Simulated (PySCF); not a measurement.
V, quartet (typed; the unrestricted solution is spin-contaminated); B3LYP/aug-cc-pVDZ run with PySCF.

The PySCF input:
```python
from pyscf import gto, scf, dft

mol = gto.Mole()
mol.atom = '''
    V     0.000000    0.000000    0.000000
'''
mol.basis = 'aug-cc-pvdz'
mol.charge = 0
mol.spin = 3
mol.verbose = 4
mol.build()

mf = dft.UKS(mol)
mf.xc = 'b3lyp'
mf.kernel()
mf.analyze()
```

### Question
Predict the main parts of the log of this PySCF run.

### Answer

```
PySCF version 2.14.0

[INPUT] verbose = 4
[INPUT] num. atoms = 1
[INPUT] num. electrons = 23
[INPUT] charge = 0
[INPUT] spin (= nelec alpha-beta = 2S) = 3
[INPUT] symmetry False subgroup None
[INPUT] Mole.unit = angstrom
[INPUT] Symbol           X                Y                Z      unit          X                Y                Z       unit  Magmom
[INPUT]  1 V      0.000000000000   0.000000000000   0.000000000000 AA    0.000000000000   0.000000000000   0.000000000000 Bohr   0.0

nuclear repulsion = 0
number of shells = 11
number of NR pGTOs = 138
number of NR cGTOs = 59
basis = aug-cc-pvdz
ecp = {}

******** <class 'pyscf.dft.uks.UKS'> ********
method = UKS
initial guess = minao
damping factor = 0
level_shift factor = 0
DIIS = <class 'pyscf.scf.diis.CDIIS'>
diis_start_cycle = 1
diis_space = 8
diis_damp = 0
SCF conv_tol = 1e-09
SCF conv_tol_grad = None
SCF max_cycles = 50
direct_scf = True
direct_scf_tol = 1e-13
number electrons alpha = 13  beta = 10
XC library pyscf.dft.libxc version 7.1.2
    S. Lehtola, C. Steigemann, M. J. T. Oliveira, and M. A. L. Marques,  SoftwareX 7, 1–5 (2018)
XC functionals = b3lyp
    P. J. Stephens, F. J. Devlin, C. F. Chabalowski, and M. J. Frisch,  J. Phys. Chem. 98, 11623 (1994)
radial grids:
    Treutler-Ahlrichs [JCP 102, 346 (1995); DOI:10.1063/1.469408] (M4) radial grids

becke partition: Becke, JCP 88, 2547 (1988); DOI:10.1063/1.454033
pruning grids: <function nwchem_prune>
grids dens level: 3
symmetrized grids: False
atomic radii adjust function: <function treutler_atomic_radii_adjust>
small_rho_cutoff = 0
Set gradient conv threshold to 3.16228e-05
tot grids = 20904
init E= -943.614266115659

cycle= 1 E= -943.381195342765  delta_E= 0.233  |g|= 0.868  |ddm|= 2.69

cycle= 2 E= -939.535913620605  delta_E= 3.85  |g|= 1.92  |ddm|= 5.41
cycle= 3 E= -943.906505261142  delta_E= -4.37  |g|= 0.123  |ddm|= 4.61
cycle= 4 E= -943.892086794691  delta_E= 0.0144  |g|= 0.236  |ddm|= 1.03
cycle= 5 E= -943.901790419545  delta_E= -0.0097  |g|= 0.199  |ddm|= 0.0749
cycle= 6 E= -943.927316617646  delta_E= -0.0255  |g|= 0.0161  |ddm|= 0.351
cycle= 7 E= -943.927759847203  delta_E= -0.000443  |g|= 0.00817  |ddm|= 0.0573
cycle= 8 E= -943.928074326833  delta_E= -0.000314  |g|= 0.00342  |ddm|= 0.0607
cycle= 9 E= -943.928234058752  delta_E= -0.00016  |g|= 0.00194  |ddm|= 0.07
cycle= 10 E= -943.928251319957  delta_E= -1.73e-05  |g|= 0.00109  |ddm|= 0.021
cycle= 11 E= -943.928256377078  delta_E= -5.06e-06  |g|= 0.0002  |ddm|= 0.0107
cycle= 12 E= -943.928256831359  delta_E= -4.54e-07  |g|= 0.000108  |ddm|= 0.00313
cycle= 13 E= -943.92825700423  delta_E= -1.73e-07  |g|= 8.6e-05  |ddm|= 0.0015
cycle= 14 E= -943.92825726679  delta_E= -2.63e-07  |g|= 7.79e-05  |ddm|= 0.00241
cycle= 15 E= -943.92825738254  delta_E= -1.16e-07  |g|= 7.49e-05  |ddm|= 0.00111
cycle= 16 E= -943.928257821055  delta_E= -4.39e-07  |g|= 7.33e-05  |ddm|= 0.00424
cycle= 17 E= -943.928257810036  delta_E= 1.1e-08  |g|= 7.31e-05  |ddm|= 0.00012
cycle= 18 E= -943.92825787435  delta_E= -6.43e-08  |g|= 7.3e-05  |ddm|= 0.000628
cycle= 19 E= -943.928258039239  delta_E= -1.65e-07  |g|= 7.26e-05  |ddm|= 0.00161
cycle= 20 E= -943.928260552056  delta_E= -2.51e-06  |g|= 0.000152  |ddm|= 0.026
cycle= 21 E= -943.92826036371  delta_E= 1.88e-07  |g|= 8.42e-05  |ddm|= 0.00219
cycle= 22 E= -943.928260858388  delta_E= -4.95e-07  |g|= 0.000105  |ddm|= 0.00539
cycle= 23 E= -943.928260997701  delta_E= -1.39e-07  |g|= 8.2e-05  |ddm|= 0.00151
cycle= 24 E= -943.928264258892  delta_E= -3.26e-06  |g|= 0.00135  |ddm|= 0.0639
cycle= 25 E= -943.928264032211  delta_E= 2.27e-07  |g|= 0.000321  |ddm|= 0.0266
cycle= 26 E= -943.9282656112  delta_E= -1.58e-06  |g|= 0.00104  |ddm|= 0.0371
cycle= 27 E= -943.928266435212  delta_E= -8.24e-07  |g|= 0.000699  |ddm|= 0.00477
cycle= 28 E= -943.928267686913  delta_E= -1.25e-06  |g|= 0.000444  |ddm|= 0.018
cycle= 29 E= -943.928268963369  delta_E= -1.28e-06  |g|= 0.000629  |ddm|= 0.0325
cycle= 30 E= -943.928268218916  delta_E= 7.44e-07  |g|= 0.000202  |ddm|= 0.0255
cycle= 31 E= -943.928269737047  delta_E= -1.52e-06  |g|= 0.000441  |ddm|= 0.041
cycle= 32 E= -943.928268907388  delta_E= 8.3e-07  |g|= 0.00134  |ddm|= 0.0221
cycle= 33 E= -943.928269498942  delta_E= -5.92e-07  |g|= 0.000923  |ddm|= 0.0105
cycle= 34 E= -943.928270037644  delta_E= -5.39e-07  |g|= 0.000456  |ddm|= 0.00311
cycle= 35 E= -943.928269804129  delta_E= 2.34e-07  |g|= 0.000222  |ddm|= 0.0117
cycle= 36 E= -943.92826932221  delta_E= 4.82e-07  |g|= 5.86e-05  |ddm|= 0.0142
cycle= 37 E= -943.92826968588  delta_E= -3.64e-07  |g|= 3.49e-05  |ddm|= 0.00968
cycle= 38 E= -943.928269622862  delta_E= 6.3e-08  |g|= 7.89e-05  |ddm|= 0.00161
cycle= 39 E= -943.928269767347  delta_E= -1.44e-07  |g|= 4.57e-05  |ddm|= 0.00404
cycle= 40 E= -943.928269764314  delta_E= 3.03e-09  |g|= 5.7e-05  |ddm|= 0.000118
cycle= 41 E= -943.928269866475  delta_E= -1.02e-07  |g|= 0.000112  |ddm|= 0.003
cycle= 42 E= -943.928270048549  delta_E= -1.82e-07  |g|= 4.87e-05  |ddm|= 0.00525
cycle= 43 E= -943.928270248247  delta_E= -2e-07  |g|= 6.06e-05  |ddm|= 0.00658
cycle= 44 E= -943.928270311925  delta_E= -6.37e-08  |g|= 4.98e-05  |ddm|= 0.00176
cycle= 45 E= -943.928270896841  delta_E= -5.85e-07  |g|= 9.16e-05  |ddm|= 0.0222
cycle= 46 E= -943.928270950663  delta_E= -5.38e-08  |g|= 4.18e-05  |ddm|= 0.00165
cycle= 47 E= -943.928270950014  delta_E= 6.49e-10  |g|= 4.21e-05  |ddm|= 3.33e-05
cycle= 48 E= -943.928270957348  delta_E= -7.33e-09  |g|= 4.02e-05  |ddm|= 0.000268
cycle= 49 E= -943.928270917596  delta_E= 3.98e-08  |g|= 3.13e-05  |ddm|= 0.00188
cycle= 50 E= -943.928270992895  delta_E= -7.53e-08  |g|= 3.67e-05  |ddm|= 0.00285
SCF not converged.
SCF energy = -943.928270992895 after 50 cycles  <S^2> = 4.0152133  2S+1 = 4.1304786
**** SCF Summaries ****
Total Energy =                        -943.928270992895023
Nuclear Repulsion Energy =               0.000000000000000
One-electron Energy =                -1295.011557220044779
Two-electron Energy =                  351.083286227149813
Two-electron Coulomb Energy =          396.345357409891449
DFT Exchange-Correlation Energy =      -45.262071182741636
**** MO energy ****
                             alpha | beta                alpha | beta
MO #1   energy= -196.882845787069  | -196.882402565815  occ= 1 | 1
MO #2   energy= -22.2628780530512  | -22.2241233564891  occ= 1 | 1
MO #3   energy= -18.7629371582039  | -18.7304243595894  occ= 1 | 1
MO #4   energy= -18.7624617388623  | -18.7302189906645  occ= 1 | 1
MO #5   energy= -18.762305789644   | -18.7286400703601  occ= 1 | 1
MO #6   energy= -2.68628145450963  | -2.56700426581742  occ= 1 | 1
MO #7   energy= -1.72048356794957  | -1.59373613416265  occ= 1 | 1
MO #8   energy= -1.72044131485327  | -1.59329095664123  occ= 1 | 1
MO #9   energy= -1.71440358255141  | -1.58873541036722  occ= 1 | 1
MO #10  energy= -0.271356361604655 | -0.172195598142598 occ= 1 | 1
MO #11  energy= -0.266750619046741 | -0.0727386202256859 occ= 1 | 0
MO #12  energy= -0.266568082499591 | -0.0617169849856229 occ= 1 | 0
MO #13  energy= -0.191550001315862 | -0.0500754148630613 occ= 1 | 0
MO #14  energy= -0.118798478026496 | -0.0433646090443055 occ= 0 | 0
MO #15  energy= -0.111714533432858 | -0.0433124252029167 occ= 0 | 0
MO #16  energy= -0.0399270456858394 | -0.0355802291432076 occ= 0 | 0
MO #17  energy= -0.0362787381518573 | -0.0354486797970206 occ= 0 | 0
MO #18  energy= -0.0361461202223997 | -0.0274012855907941 occ= 0 | 0
MO #19  energy= 0.00315781394127557 | 0.00493379576613395 occ= 0 | 0
MO #20  energy= 0.0235785285556603 | 0.0248058552353175 occ= 0 | 0
MO #21  energy= 0.0242827764194468 | 0.0248444385152507 occ= 0 | 0

To work with the spin densities directly, `use mulliken_meta_spin()` only printing them here.

 ** Mulliken spin pop alpha/beta on meta-lowdin orthogonal AOs **
 ** Mulliken Spin Density (per AO)  **
spin_pop of  0 V 1s        0.00000
spin_pop of  0 V 2s       -0.00001
spin_pop of  0 V 3s        0.00002
spin_pop of  0 V 4s       -0.13507
spin_pop of  0 V 5s        0.00947
spin_pop of  0 V 6s        0.00024
spin_pop of  0 V 7s        0.00005
spin_pop of  0 V 2px      -0.00000
spin_pop of  0 V 2py      -0.00000
spin_pop of  0 V 2pz      -0.00000
spin_pop of  0 V 3px      -0.00003
spin_pop of  0 V 3py      -0.00003
spin_pop of  0 V 3pz      -0.00003
spin_pop of  0 V 4px       0.00000
spin_pop of  0 V 4py       0.00000
spin_pop of  0 V 4pz       0.00000
spin_pop of  0 V 5px       0.00001
spin_pop of  0 V 5py       0.00001
spin_pop of  0 V 5pz       0.00001
spin_pop of  0 V 6px      -0.00001
spin_pop of  0 V 6py      -0.00001
spin_pop of  0 V 6pz      -0.00002
spin_pop of  0 V 7px      -0.00001
spin_pop of  0 V 7py      -0.00001
spin_pop of  0 V 7pz      -0.00001
spin_pop of  0 V 3dxy      0.21824
spin_pop of  0 V 3dyz      0.76204
spin_pop of  0 V 3dz^2     0.46231
spin_pop of  0 V 3dxz      0.68485
spin_pop of  0 V 3dx2-y2    0.99196
spin_pop of  0 V 4dxy      0.00001
spin_pop of  0 V 4dyz      0.00162
spin_pop of  0 V 4dz^2     0.00084
spin_pop of  0 V 4dxz      0.00138
spin_pop of  0 V 4dx2-y2    0.00204
spin_pop of  0 V 5dxy     -0.00003
spin_pop of  0 V 5dyz      0.00001
spin_pop of  0 V 5dz^2     0.00001
spin_pop of  0 V 5dxz      0.00000
spin_pop of  0 V 5dx2-y2    0.00003
spin_pop of  0 V 6dxy     -0.00000
spin_pop of  0 V 6dyz     -0.00000
spin_pop of  0 V 6dz^2     0.00000
spin_pop of  0 V 6dxz     -0.00000
spin_pop of  0 V 6dx2-y2    0.00000
spin_pop of  0 V 4f-3      0.00002
spin_pop of  0 V 4f-2      0.00003
spin_pop of  0 V 4f-1      0.00002
spin_pop of  0 V 4f+0      0.00002
spin_pop of  0 V 4f+1      0.00002
spin_pop of  0 V 4f+2      0.00000
spin_pop of  0 V 4f+3      0.00002
spin_pop of  0 V 5f-3     -0.00000
spin_pop of  0 V 5f-2     -0.00000
spin_pop of  0 V 5f-1      0.00000
spin_pop of  0 V 5f+0     -0.00000
spin_pop of  0 V 5f+1      0.00000
spin_pop of  0 V 5f+2     -0.00000
spin_pop of  0 V 5f+3      0.00000
 ** Mulliken Spin Density (per atom)  **
spin density of  0 V =      3.00000
 ** Mulliken pop alpha/beta on meta-lowdin orthogonal AOs **
 ** Mulliken pop       alpha | beta **
In total            13.00000 | 10.00000
 ** Mulliken atomic charges   ( Nelec_alpha | Nelec_beta ) **
charge of  0V =     -0.00000  (    13.00000     10.00000 )
Dipole moment(X, Y, Z, Debye): -0.00000,  0.00000,  0.00000
```

The run did not converge; its last values are not results.
